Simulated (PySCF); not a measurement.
## UHF on Co³⁺ (cobalt, charge +3)

Configuration: [Ar] 3d6, high-spin 5D determinant. All numbers are calculated (PySCF 2.14, the spin-free X2C one-electron Hamiltonian (Gaussian nucleus), in jorge-DZP-DKH (8s6p2d1f, 43 functions)).

```json
{
 "Total energy": "-1389.697819 hartree",
 "One-electron energy": "-1889.7152 hartree",
 "Hartree (Coulomb) energy": "557.8713 hartree",
 "Exchange energy": "-57.8540 hartree",
 "⟨S²⟩": "6.0027",
 "⟨L²⟩": "6.009",
 "Sum of ⟨r⟩": "13.94 bohr",
 "Sum of ⟨r²⟩": "13.08 bohr²",
 "Traceless quadrupole moment −½Σ⟨3z² − r²⟩ along its main axis": "0.346 e·bohr²",
 "Langevin diamagnetic susceptibility": "-10.4 ×10⁻⁶ cm³/mol",
 "Time after the integrals": "0.19 s of wall time on 1 thread of Neoverse-N1 (shared host)"
}
```

| shell | electrons | mean orbital energy (hartree) | spread (hartree) | rms radius, mean of both spins (bohr) |
| --- | --- | --- | --- | --- |
| 1s β | 1 | -287.20148 | 0 | 0.0649 |
| 1s α | 1 | -287.20099 | 0 | 0.0649 |
| 2s α | 1 | -36.99360 | 0 | 0.276 |
| 2s β | 1 | -36.84956 | 0 | 0.276 |
| 2p α | 3 | -31.76779 | 0.04190 | 0.249 |
| 2p β | 3 | -31.62633 | 0.00100 | 0.249 |
| 3s α | 1 | -6.23063 | 0 | 0.825 |
| 3s β | 1 | -5.83451 | 0 | 0.825 |
| 3p α | 3 | -4.65561 | 0.08638 | 0.887 |
| 3p β | 3 | -4.17998 | 0.05739 | 0.887 |
| 3d α | 5 | -2.15182 | 0.10090 | 1.04 |
| 3d β | 1 | -1.92141 | 0 | 1.04 |

Densities and radii are taken from the X2C orbitals without a picture-change correction, which distorts them close to the nucleus.
